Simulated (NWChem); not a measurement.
Program: NWChem. System: diantimony (Sb₂), charge 0, spin multiplicity 1, at a geometry optimised with B3LYP/def2-SVP with def2 effective core potentials on Sb. Level: MP2/def2-SVP with def2 effective core potentials on Sb, 8 core orbitals frozen.

Job file:

```
start mol
memory heap 200 mb stack 900 mb global 1100 mb
geometry units angstroms nocenter noautoz
  Sb     0.000000     0.000000     1.251459
  Sb     0.000000     0.000000    -1.251459
  symmetry group D2h
end
basis spherical
  * library def2-svp
end
ecp
  Sb library def2-ecp
end
scf
  rhf
  nopen 0
  maxiter 100
  thresh 1e-7
  semidirect memsize 60000000 filesize 0
end
mp2
  freeze core 8
end
task mp2 energy
```

NWChem printed:

```
             Northwest Computational Chemistry Package (NWChem) 7.3.0
             --------------------------------------------------------

                                NWChem Input Module
                                -------------------

 Scaling coordinates for geometry "geometry" by  1.889725989
 (inverse scale =  0.529177249)

 Turning off AUTOSYM since
 SYMMETRY directive was detected!

                             Geometry "geometry" -> ""
                             -------------------------

 Output coordinates in angstroms (scale by  1.889725989 to convert to a.u.)

  No.       Tag          Charge          X              Y              Z
 ---- ---------------- ---------- -------------- -------------- --------------
    1 Sb                  51.0000     0.00000000     0.00000000     1.25145900
    2 Sb                  51.0000     0.00000000     0.00000000    -1.25145900

 Effective nuclear repulsion energy (a.u.)     549.9141500633

            Nuclear Dipole moment (a.u.)
            ----------------------------
        X                 Y               Z
 ---------------- ---------------- ----------------
     0.0000000000     0.0000000000     0.0000000000

      Symmetry information
      --------------------

 Group name             D2h
 Group number             26
 Group order               8
 No. of unique centers     1

      Symmetry unique atoms

     1


 Summary of "ao basis" -> "" (spherical)
 ------------------------------------------------------------------------------
       Tag                 Description            Shells   Functions and Types
 ---------------- ------------------------------  ------  ---------------------
 *                          def2-svp                  on all atoms

 Summary of "ao basis" -> "ao basis" (spherical)
 ------------------------------------------------------------------------------
       Tag                 Description            Shells   Functions and Types
 ---------------- ------------------------------  ------  ---------------------
 Sb                         def2-svp                10       26   4s4p2d

                                 NWChem SCF Module
                                 -----------------

  ao basis        = "ao basis"
  functions       =    52
  atoms           =     2
  closed shells   =    23
  open shells     =     0
  charge          =   0.00
  wavefunction    = RHF
  use symmetry    = T
  symmetry adapt  = T

 Summary of "ao basis" -> "ao basis" (spherical)
 ------------------------------------------------------------------------------
       Tag                 Description            Shells   Functions and Types
 ---------------- ------------------------------  ------  ---------------------
 Sb                         def2-svp                10       26   4s4p2d

      Symmetry analysis of basis
      --------------------------

        ag         12
        au          2
        b1g         2
        b1u        12
        b2g         6
        b2u         6
        b3g         6
        b3u         6

 Forming initial guess at       0.1s

      Superposition of Atomic Density Guess
      -------------------------------------

 Sum of atomic energies:        -555.22462873

      Non-variational initial energy
      ------------------------------

 Total energy =    -478.500960
 1-e energy   =   -1062.299192
 2-e energy   =     471.954869
 HOMO         =      -0.236970
 LUMO         =      -0.079797

      Symmetry analysis of molecular orbitals - initial
[...]
  ----- ------------  ---------------      ----- ------------  ---------------
    12      0.354558  1 Sb py                15      0.353786  1 Sb py
    38      0.354558  2 Sb py                41      0.353786  2 Sb py

 Vector   24  Occ=0.000000D+00  E=-9.716538D-03  Symmetry=b2g
              MO Center=  1.2D-18,  4.8D-33, -2.7D-16, r^2= 5.3D+00
   Bfn.  Coefficient  Atom+Function         Bfn.  Coefficient  Atom+Function
  ----- ------------  ---------------      ----- ------------  ---------------
    14      0.605412  1 Sb px                40     -0.605412  2 Sb px
    11      0.328615  1 Sb px                37     -0.328615  2 Sb px

 Vector   25  Occ=0.000000D+00  E=-9.716538D-03  Symmetry=b3g
              MO Center=  4.1D-31,  8.1D-18, -1.0D-18, r^2= 5.3D+00
   Bfn.  Coefficient  Atom+Function         Bfn.  Coefficient  Atom+Function
  ----- ------------  ---------------      ----- ------------  ---------------
    15      0.605412  1 Sb py                41     -0.605412  2 Sb py
    12      0.328615  1 Sb py                38     -0.328615  2 Sb py

 Vector   26  Occ=0.000000D+00  E= 1.201646D-01  Symmetry=b1u
              MO Center=  4.2D-20, -6.7D-21, -8.6D-16, r^2= 7.5D+00
   Bfn.  Coefficient  Atom+Function         Bfn.  Coefficient  Atom+Function
  ----- ------------  ---------------      ----- ------------  ---------------
    16      1.378154  1 Sb pz                42      1.378154  2 Sb pz
     4     -1.074634  1 Sb s                 30      1.074634  2 Sb s
     3     -0.224393  1 Sb s                 29      0.224393  2 Sb s
    13      0.186639  1 Sb pz                39      0.186639  2 Sb pz

 center of mass
 --------------
 x =   0.00000000 y =   0.00000000 z =   0.00000000

 moments of inertia (a.u.)
 ------------------
        1352.386634387201           0.000000000000           0.000000000000
           0.000000000000        1352.386634387201           0.000000000000
           0.000000000000           0.000000000000           0.000000000000

  Mulliken analysis of the total density
  --------------------------------------

    Atom       Charge   Shell Charges
 -----------   ------   -------------------------------------------------------
    1 Sb  23    23.00   2.11 -0.08  1.20  0.65  2.96  3.06  1.50  1.53  9.81  0.26
    2 Sb  23    23.00   2.11 -0.08  1.20  0.65  2.96  3.06  1.50  1.53  9.81  0.26

       Multipole analysis of the density wrt the origin
       ------------------------------------------------

     L   x y z        total         open         nuclear
     -   - - -        -----         ----         -------
     0   0 0 0     -0.000000      0.000000     46.000000

     1   1 0 0      0.000000      0.000000      0.000000
     1   0 1 0     -0.000000      0.000000      0.000000
     1   0 0 1      0.000000      0.000000      0.000000

     2   2 0 0    -39.318870      0.000000      0.000000
     2   1 1 0      0.000000      0.000000      0.000000
     2   1 0 1      0.000000      0.000000      0.000000
     2   0 2 0    -39.318870      0.000000      0.000000
     2   0 1 1      0.000000      0.000000      0.000000
     2   0 0 2    -37.584278      0.000000    257.269768

                   NWChem MP2 Semi-direct Energy/Gradient Module
                   ---------------------------------------------

  Basis functions       =     52
  Molecular orbitals    =     52
  Frozen core           =      8
  Frozen virtuals       =      0
  Active alpha occupied =     15
  Active beta occupied  =     15
  Active alpha virtual  =     29
  Active beta virtual   =     29
  Use MO symmetry       = T
  Use skeleton AO sym   = T

  AO/Fock/Back tols     =   1.0D-09  1.0D-09  1.0D-09

 GA uses MA = F    GA memory limited = T

 Available:
  local mem=  1.26D+08
 global mem=  1.44D+08
 local disk=  0.00D+00
  mp2_memr nvloc                    29
  nvloc new                    29
   1 passes of  15:        3145728                      16608                   2029443.
   1 passes of  15: M    126150356           G      144173792           F     123004628.

 Semi-direct pass number   1 of   1  for RHF alpha+beta  at        0.6s
  vrange nnbf                  1369
  mp2_eaftype                    10  avail_ma_in_mb                  1099
 EAF : mp2_eaftype filesize          10    1014722.
  mp2_eaf for mointskh                     10
Node 0 wrote      4.8 Mb in      0.0 s     Agg I/O rate:   998.5 Mb/s
 Done moints_semi at        1.7s
  mp2_eaftype                    10  avail_ma_in_mb                  1089
 EAF : mp2_eaftype filesize          10    1014722.
  mp2_eaf for kh                    10
 Done maket at        1.8s
 Done multipass loop at        1.8s

          -------------------------------------------
          SCF energy                -478.527781468100
          Correlation energy          -0.232709700662
          Singlet pairs               -0.128918794756
          Triplet pairs               -0.103790905905
          Total MP2 energy          -478.760491168762
          -------------------------------------------

          ---------------------------------------------------
                    Spin Component Scaled (SCS) MP2
          Same spin pairs                     -0.069193937270
          Same spin scaling factor             0.333333333333
          Opposite spin pairs                 -0.163515763391
          Opposite spin scaling fact.          1.200000000000
          SCS-MP2 correlation energy          -0.219283561826
          Total SCS-MP2 energy              -478.747065029927
          ---------------------------------------------------

 -----------------------
 Performance information
 -----------------------

 Timer overhead =  1.36D-07 seconds/call

               Nr. of calls         CPU time (s)                 Wall time (s)                GFlops
             ---------------    -------------------     ------------------------------   -------------------
Name         Min   Avg   Max    Min     Avg     Max     Min     Avg     Max   Mx/calls   Min     Max     Sum
mp2: moin     1     1     1    1.1     1.1     1.1      1.1     1.1     1.1     1.1      0.0     0.0     0.0
mp2: make     1     1     1   5.40E-2 5.40E-2 5.40E-2  5.40E-2 5.40E-2 5.40E-2 5.40E-2   0.0     0.0     0.0
mp2: tota     1     1     1    1.2     1.2     1.2      1.2     1.2     1.2     1.2      0.0     0.0     0.0

 The average no. of pstat calls per process was 3.00D+00
 with a timing overhead of 4.07D-07s

 Task  times  cpu:        1.7s     wall:        1.7s

 Total times  cpu:        1.8s     wall:        1.8s
```
